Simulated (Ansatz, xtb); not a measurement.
# Ranking isomers of C6H8O

3 gas-phase structures of C6H8O, from a drawn sample of its isomers (lower ones may exist). Each was relaxed with GFN2-xTB:

A. `C#CC1(C)COC1`, a singlet
B. `C#C[C@@H]1CO[C@@H]1C`, a singlet
C. `C#C[C@@H]1CO[C@H]1C`, a singlet

Task: Estimate their order in r2SCAN-D4/def2-SVP energy at these geometries, lowest first.

Result: Calculated order at r2SCAN-D4/def2-SVP: C (0.0), B (0.1), A (3.7) kcal/mol. Less than 1 kcal/mol parts C and B, so the order within that pair means little.

Energies above the lowest of each column, in kcal/mol; the last columns are at B3LYP-D3(BJ)/def2-SVP geometries:

```csv
structure,GFN2-xTB,HF/STO-3G,r2SCAN-D4/def2-SVP,B3LYP-D3(BJ)/def2-SVP,CCSD(T)/def2-SVP + ΔMP2/def2-TZVPP
C,0.0,0.0,0.0,0.0,0.0
B,0.4,0.5,0.1,0.3,0.5
A,1.3,2.7,3.7,3.6,2.5
```

Every level run on C puts it lowest or level with the lowest. ΔMP2 is the change of the MP2 energy from the smaller to the larger basis.

Programs: Ansatz 0.2.0, xtb 6.7.1.
